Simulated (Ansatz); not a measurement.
Wavefunction ladder for AlBrF (`[F][Al][Br]`) radical

Z-matrix (Å, degrees):
```
Al
F 1 1.648
Br 1 2.266 2 118.9
```

Charge 0, multiplicity 2. Correlated methods include outer-core shells of Br, which these sets cover unevenly. Scalar relativity is left out up to krypton. The geometry is a stationary point of PBE0-D4/def2-TZVP. Frozen core, unrestricted reference, the Gaussian-basis code of Ansatz.

```csv
basis,HF (Eh),MP2 corr.
def2-SVP,-2913.41627,-0.45543
def2-TZVPP,-2913.94991,-0.57412
def2-QZVPP,-2914.01164,-0.92195
```

Task: Estimate the CCSD correlation energy and the (T) correction in each basis where they were run (hartree).

Result: 
| basis | CCSD corr. | (T) |
| --- | --- | --- |
| def2-SVP | -0.46121 | -0.00859 |
| def2-TZVPP | -0.58100 | -0.01871 |
